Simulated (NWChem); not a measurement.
Species: CdHI; SMILES [CdH][I]

```xyz
3

Cd     0.0169     1.3202     0.0000
H      0.0407     2.9844     0.0000
I     -0.0074    -1.2828     0.0000
```
Atoms are numbered in this order, from 1.

Structure relaxed at the PBE0/def2-SVP level. def2 effective core potentials on Cd, I; no spin-orbit coupling.

**Question.** List the 6 lowest vertical singlet excitations from LDA (Slater exchange, VWN5)/def2-SVP with def2 effective core potentials on Cd, I, TDA (NWChem).

**Answer.** 
```
state  energy (eV)  oscillator strength  leading excitation (squared amplitude)
-----  -----------  -------------------  --------------------------------------
S1            4.62                0.018                    HOMO−1 → LUMO (1.00)
S2            4.63                0.018                      HOMO → LUMO (1.00)
S3            4.81                0.000                    HOMO → LUMO+1 (0.50)
S4            4.87                0.000                  HOMO−1 → LUMO+1 (0.50)
S5            4.87                0.000                  HOMO−1 → LUMO+2 (0.50)
S6            5.25                0.022                    HOMO → LUMO+2 (0.41)
```
